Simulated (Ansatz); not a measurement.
Born–Oppenheimer molecular dynamics of FH$_{6}$O$_{3}$PTi (12 atoms, charge 0, multiplicity 1). It starts at the highest image of a converged band, a first-order saddle point between two minima.

The calculation used RKS PBE/def2-SVP (Ansatz).

```
ensemble                      : NVE (velocity Verlet)
time step                     : 0.5 fs
steps asked                   : 200
starting velocities drawn for : 300 K
seed                          : 7774
```

First frame:

```xyz
12
Properties=species:S:1:pos:R:3
Ti 0.341 0.203 -0.184
F 0.873 -0.720 1.687
O 1.644 -0.803 -0.900
H 1.941 -1.609 -0.436
O -0.046 1.402 -1.452
H -0.806 1.996 -1.584
O -1.266 -0.549 0.143
H -1.266 -1.264 0.810
P 1.188 2.129 1.628
H 1.881 2.364 0.389
H -0.088 2.570 1.128
H 1.066 0.407 1.837
```

(1) How far do the bonds stretch over the last three quarters of this one trajectory? (Pairs bonded in most of those frames.)

## Answers

(1) 
```tsv
bond	mean (Å)	spread (Å)	shortest	longest
Ti1–F2	2.534	0.145	2.28	2.78
Ti1–O3	1.801	0.031	1.75	1.84
Ti1–O5	1.789	0.024	1.75	1.82
Ti1–O7	1.788	0.012	1.77	1.81
Ti1–P9	2.621	0.101	2.49	2.77
F2–H12	0.983	0.013	0.96	1.01
O3–H4	0.979	0.009	0.96	0.99
O5–H6	0.974	0.006	0.97	0.98
O7–H8	0.975	0.007	0.96	0.99
P9–H10	1.441	0.025	1.40	1.48
P9–H11	1.441	0.018	1.41	1.47
```

Pairs bonded in part of these frames only: Ti1–F2 88 %, Ti1–H4 42 %, Ti1–H12 20 %.

Mean temperature of the second half: 205 K. The conserved energy stayed within 0.05 meV per atom of its start (net change 0.022 meV per atom), so the integration is sound. A run of 0.1 ps of so small a system gives no equilibrium averages. The orbitals stay closed-shell, which can raise the energy where a bond breaks towards radicals; this wasn't checked here.

The run took 6.1 min on 4 threads of Arm Neoverse V2 (shared host), peak memory 0.21 GiB.
